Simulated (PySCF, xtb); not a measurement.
Cl2HNOW, SMILES [W]([Cl])(=[NH])(=[O])[Cl], multiplicity 1.

Harmonic wavenumbers (cm⁻¹) from GFN2-xTB run with xtb 6.7.1 at its own minimum, in rising order: 119, 149, 160, 180, 244, 335, 336, 574, 665, 850, 926, 3366.

**Question.** What does PBE0-D3(BJ)/def2-SVP in PySCF 2.14.0 give at its own minimum? (An estimate is asked for; the answer gives what the named calculation found.)

**Answer.** 108, 160, 213, 220, 319, 407, 418, 544, 669, 1016, 1059, 3645. Paired by order, the mean absolute difference is 80 cm⁻¹ and the zero-point energies are 11.3 and 12.5 kcal/mol.
